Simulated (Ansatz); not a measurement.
Calculated with Ansatz (gas phase, PBE0-D4/def2-TZVP geometries, no zero-point term in ΔE). CCSD(T)/CBS adds triple-zeta CCSD(T) − MP2 to the extrapolated MP2 energy (def2 sets, frozen cores). This one scheme is used for every species. Functionals use def2-TZVPP. B3LYP here is the variant with VWN-RPA as its local correlation; programs differ in this. For Ge outer-core shells are correlated without core-valence functions, which leaves a few kJ/mol of doubt a bond. Scalar relativity is left out up to krypton. Each species was taken in one conformer, which may not be the lowest.

Consider the ligand exchange at the Al–C bond: `[F][AlH][CH2][GeH3]` + H–F → `[F][AlH][F]` + `[CH3][GeH3]`.

`[F][AlH][CH2][GeH3]`:

Z-matrix (Å, degrees):
```
C
Al 1 1.931
Ge 1 1.961 2 114.2
H 1 1.094 2 110.6 3 -120.6
H 1 1.095 2 109.9 3 120.2
F 2 1.653 1 118.1 3 86.0
H 2 1.577 1 125.4 3 -92.8
H 3 1.539 1 111.0 2 175.1
H 3 1.542 1 110.0 2 55.1
H 3 1.539 1 110.0 2 -64.1
```

H–F:

Cartesian coordinates in Å:
```
F -0.148 0.371 -0.228
H 0.148 -0.371 0.228
```

`[F][AlH][F]`:

Cartesian coordinates in Å:
```
F -1.063 1.197 -0.264
Al 0.024 -0.005 -0.021
F -0.134 -0.923 1.327
H 1.173 -0.268 -1.042
```

`[CH3][GeH3]`:

```xyz
8

C    -0.221   -0.956    0.332
Ge    0.196    0.846   -0.294
H    -1.262   -1.014    0.653
H    -0.063   -1.680   -0.468
H     0.419   -1.222    1.174
H    -0.709    1.226   -1.480
H     1.663    0.930   -0.752
H    -0.023    1.870    0.835
```

Q: Is it downhill or uphill in electronic energy at CCSD(T)/CBS, and by how much? (Estimate.)

A: Computed: Downhill: ΔE = -41.7 kcal/mol.

Q: What do these levels give: B3LYP-D4, ωB97X-V, B2PLYP, BLYP, B3LYP, r2SCAN0, CAM-B3LYP, HF/def2-SVP, CCSD/def2-TZVPP, MP2/def2-QZVPP, SCS-MP2/def2-QZVPP, CCSD/CBS(def2)? (An estimate is asked.)

A: Ansatz gave: B3LYP-D4 -43.2, ωB97X-V -42.7, B2PLYP -44.4, BLYP -45.3, B3LYP -44.9, r2SCAN0 -42.8, CAM-B3LYP -45.4, HF/def2-SVP -45.9, CCSD/def2-TZVPP -42.8, MP2/def2-QZVPP -42.3, SCS-MP2/def2-QZVPP -43.5, CCSD/CBS(def2) -42.5 kcal/mol.

Largest T1 diagnostic among the species: 0.013.

Leaving LDA and LC-ωPBE aside and taking each functional with its dispersion term where it has one, the values, not all of them listed here, spread over 4.4 kcal/mol, from B2PLYP to revPBE-D4. LDA lies +1.5 kcal/mol from PBE without D4. At CCSD(T), def2-SVP lies −1.8 kcal/mol from the extrapolated value and def2-TZVPP −0.3 kcal/mol. In def2-TZVPP, CCSD(T) changes the Hartree–Fock value by +4.8 kcal/mol (the triples alone add +0.8 kcal/mol) and MP2 by +4.5 kcal/mol.
